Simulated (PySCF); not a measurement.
Gas-phase XPS of `CN(C)[C@H]1CCN[SiH2]1`, computed

Species: C₅H₁₄N₂Si.
Atom-mapped SMILES: `[CH3:1][N:2]([CH3:3])[C@H:4]1[CH2:5][CH2:6][NH:7][SiH2:8]1`

Computed with delta-SCF UKS SCAN, pcX-2 on the ionised atom, pcseg-1 elsewhere, spin-free X2C (PySCF). Each binding energy is the total energy of the core-ionised species, with the hole localised on one atom, minus that of the ground state; both are solved self-consistently, so orbital relaxation is included.

Problem. List the computed XPS lines with their assignment.

Solution. 
```json
{"atom(s)": "Si8", "bonded to": "N, C and 2 H", "level": "Si 2p3/2", "binding energy (eV)": "106.33", "2p1/2 (eV)": "106.96", "above the level's lowest (eV)": "0.00", "count": "1"}
{"atom(s)": "C5", "bonded to": "2 C and 2 H", "level": "C 1s", "binding energy (eV)": "290.39", "2p1/2 (eV)": "–", "above the level's lowest (eV)": "0.00", "count": "1"}
{"atom(s)": "C4", "bonded to": "N, C, H and Si", "level": "C 1s", "binding energy (eV)": "290.46", "2p1/2 (eV)": "–", "above the level's lowest (eV)": "+0.07", "count": "1"}
{"atom(s)": "C1/C3", "bonded to": "N and 3 H", "level": "C 1s", "binding energy (eV)": "291.10", "2p1/2 (eV)": "–", "above the level's lowest (eV)": "+0.71", "count": "2"}
{"atom(s)": "C6", "bonded to": "N, C and 2 H", "level": "C 1s", "binding energy (eV)": "291.35", "2p1/2 (eV)": "–", "above the level's lowest (eV)": "+0.96", "count": "1"}
{"atom(s)": "N7", "bonded to": "C, H and Si", "level": "N 1s", "binding energy (eV)": "404.07", "2p1/2 (eV)": "–", "above the level's lowest (eV)": "0.00", "count": "1"}
{"atom(s)": "N2", "bonded to": "3 C", "level": "N 1s", "binding energy (eV)": "404.50", "2p1/2 (eV)": "–", "above the level's lowest (eV)": "+0.43", "count": "1"}
{"atom(s)": "Si8", "bonded to": "N, C and 2 H", "level": "Si 1s", "binding energy (eV)": "1846.17", "2p1/2 (eV)": "–", "above the level's lowest (eV)": "0.00", "count": "1"}
```

Lowest listed C 1s: C5, bonded to 2 C and 2 H. Highest, 0.96 eV above it: C6, bonded to N, C and 2 H. The widest gap between neighbouring values is 0.64 eV, between 290.46 and 291.10 eV.

The listed N 1s values span 0.43 eV, from N7 (bonded to C, H and Si) to N2 (bonded to 3 C).

Problem. Which photon energy gives electrons from Si 1s of Si8 a kinetic energy of 100 eV, and what is their de Broglie wavelength?

Solution. hν = 1846.17 + 100 = 1946.17 eV, recoil neglected; λ = 12.264 Å/√(E/eV) = 1.23 Å.

Topologically equivalent atoms share the value of their first member; where this conformer doesn't relate them by symmetry, their own values could differ. For 2p shells one spin-free hole was relaxed; a mean-field spin–orbit operator and the ground-state splitting of the three 2p orbitals were then diagonalised within the shell. The shell's mean is (2 × 2p3/2 + 2p1/2)/3, and the degeneracies 2j + 1 give areas of 2:1. 2p1/2 minus 2p3/2 (ligand field included): Si 0.62 eV. Isolated species at its PBE0-D3(BJ)/def2-SVP geometry (one conformer only).

Hardware: one thread, Arm Neoverse N1 (aarch64), no GPU, on a shared host. Cost: 5.7 min wall, 0.81 GiB resident at most.
